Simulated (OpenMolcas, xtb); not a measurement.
## A ladder of methods for SiH3Br (SiBrH3)

The species is SiH3Br (5 atoms), meant as a singlet with charge 0. SMILES: `[H][Si]([H])([H])Br`. The shape is that of a GFN2-xTB optimisation.

```xyz
5

Si   -0.0017    0.0019   -0.2074
Br    0.0132   -0.0198    2.0028
H     1.3961    0.0109   -0.6064
H    -0.7079    1.2158   -0.5821
H    -0.6996   -1.2088   -0.6069
```

Each level gives the dipole moment (D). The values are calculated.

```tsv
level	kind	program	value (D)
GFN2-xTB	semi-empirical	xtb	5.45
GFN0-xTB	semi-empirical	xtb	1.94
GFN1-xTB	semi-empirical	xtb	1.65
HF/STO-3G	Hartree–Fock	OpenMolcas	2.63
HF/3-21G	Hartree–Fock	OpenMolcas	2.67
HF/def2-SVP	Hartree–Fock	OpenMolcas	2.01
TPSS/pcseg-1	meta-GGA	OpenMolcas	1.81
B3LYP/6-31G* (spherical functions)	global hybrid	OpenMolcas	2.00
B3LYP/6-31G* (Cartesian functions)	global hybrid	OpenMolcas	1.99
PBE0/def2-SVP	global hybrid	OpenMolcas	?
```

Task: Estimate the missing values from the other rows.

Result: As computed at these levels: PBE0/def2-SVP: 1.71 D. All-electron rows without a relativistic Hamiltonian named are non-relativistic. The values span 1.65 to 5.45 D. Sets without polarisation functions give poor dipoles. Without the sets that lack polarisation functions the rows with a basis span only 1.71 to 2.01 D.
